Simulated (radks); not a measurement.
Results of a calculation; reference values are marked as such.
Task: All-electron atom: Ru4+ in [Kr] 4d2 5s2 (not the ground configuration). Code: a radial shooting solver on a logarithmic mesh with Libxc functionals. Model: Dirac Kohn-Sham, BLYP, spin-unpolarised, spherical densities, finite nucleus; open shells fill j = l - 1/2 first; Fermi nuclear charge, rms radius 4.4809 fm. Some entries of the table are withheld. Estimate them.

orbital  occ.  eigenvalue (eV)  <1/r> (bohr^-1)  r(max) (bohr)
1s1/2       2              (1)            45.88        0.02171
2s1/2       2        -3218.402            10.49         0.1230
2p1/2       2        -2979.179            10.47        0.09546
2p3/2       4        -2848.205            9.921        0.09946
3s1/2       2        -619.7820            3.626         0.3616
3p1/2       2        -527.0366              (2)         0.3483
3p3/2       4        -504.7722              (3)         0.3579
3d3/2       4        -340.6467            3.220         0.2990
3d5/2       6        -336.3007            3.186         0.3017
4s1/2       2        -137.1592            1.392         0.9039
4p1/2       2        -108.4988            1.287            (4)
4p3/2       4        -104.7211            1.249            (5)
4d3/2       2         -60.2392            1.013            (6)
4d5/2       0         -59.7218            1.004            (7)
5s1/2       2         -43.4441           0.5822          2.116
5p1/2       0              (8)           0.5210          2.345
5p3/2       0              (9)           0.5101          2.392
4f5/2       0         -22.1931           0.5121          1.988
4f7/2       0         -22.1812           0.5114          1.990
6s1/2       0         -20.6391             (10)          4.239

Result: 
(1) 1s1/2 eigenvalue (eV): -21994.01
(2) 3p1/2 <1/r> (bohr^-1): 3.529
(3) 3p3/2 <1/r> (bohr^-1): 3.396
(4) 4p1/2 r(max) (bohr): 0.9479
(5) 4p3/2 r(max) (bohr): 0.9705
(6) 4d3/2 r(max) (bohr): 1.107
(7) 4d5/2 r(max) (bohr): 1.115
(8) 5p1/2 eigenvalue (eV): -35.5683
(9) 5p3/2 eigenvalue (eV): -34.8453
(10) 6s1/2 <1/r> (bohr^-1): 0.3120
